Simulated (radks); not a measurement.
The nitrogen anion N2-, [He] 2s2 2p5, held by a Watson sphere: a shell of charge +2 at radius R that stands for the Madelung well of a crystal (potential energy -2/R inside, -2/r outside, in hartree with lengths in bohr). Calculated with a radial shooting solver on a logarithmic mesh with Libxc functionals: scalar-relativistic Kohn-Sham, PBE, spin-unpolarised, spherical densities, finite nucleus; Fermi nuclear charge, rms radius of each element as measured or else 0.836 A^(1/3) + 0.57 fm. Response by self-consistent Sternheimer equations with the Hartree and adiabatic LDA kernel, the relativistic mass of each level held fixed and spin-orbit coupling left out. The sphere does not respond.

\begin{tabular}{lrrrrrrr}
R (bohr) & e(1s) (eV) & e(2s) (eV) & e(2p) (eV) & <r> 2p (bohr) & sum of <r^2> (bohr^2) & X-ray form factor at sin(theta)/lambda = 0.1 1/angstrom & alpha (bohr^3) \\ \hline
1.81 & -379.32 & -19.013 & -7.640 & 1.628 & 22.05 & 7.606 & 14.91 \\
1.9 & -379.40 & -18.634 & -7.366 & 1.657 & 22.79 & 7.569 & 16.24 \\
2.38 & -379.56 & -16.886 & -6.035 & 1.800 & 26.73 & 7.383 & 25.61 \\
2.91 & -379.37 & -15.468 & -4.843 & 1.945 & 31.19 & 7.205 & 41.93 \\
3.21 & -379.20 & -14.862 & -4.293 & 2.024 & 33.81 & 7.114 & 55.06 \\
3.59 & -378.97 & -14.253 & -3.709 & 2.120 & 37.29 & 7.010 & 77.08 \\
3.69 & -378.91 & -14.118 & -3.574 & 2.144 & 38.25 & 6.985 & 84.08 \\
3.78 & -378.86 & -14.003 & -3.458 & 2.167 & 39.12 & 6.963 & 90.86 \\
3.82 & -378.84 & -13.955 & -3.408 & 2.176 & 39.51 & 6.953 & 94.03 \\
\end{tabular}
